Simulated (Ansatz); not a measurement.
The cluster B6N. The state is a doublet with charge 0. Geometry relaxed at B3LYP-D4/def2-SVP.

```xyz
7

N     0.276   -1.020    1.814
B    -0.952    0.418   -1.884
B    -1.006   -0.495   -0.670
B     1.035    0.985    0.017
B     0.251    1.168   -1.306
B    -0.546   -1.064    0.758
B     0.943    0.007    1.272
```

Another isomer (doublet) lies 0.19 eV lower at PBE0-D4/def2-TZVP; other spin states weren't run for this one.

Q: Estimate the harmonic wavenumbers at UKS B3LYP-D4/def2-SVP (Ansatz, unscaled). Is this a minimum?

A: 112, 191, 202, 228, 364, 368, 458, 617, 733, 776, 1113, 1336, 1431, 1466, 1629 cm⁻¹. Yes, no mode is imaginary beyond noise. Zero-point energy 65.9 kJ/mol. Hardware: 4 threads of Arm Neoverse V1 on a shared host. Wall time 53 s.
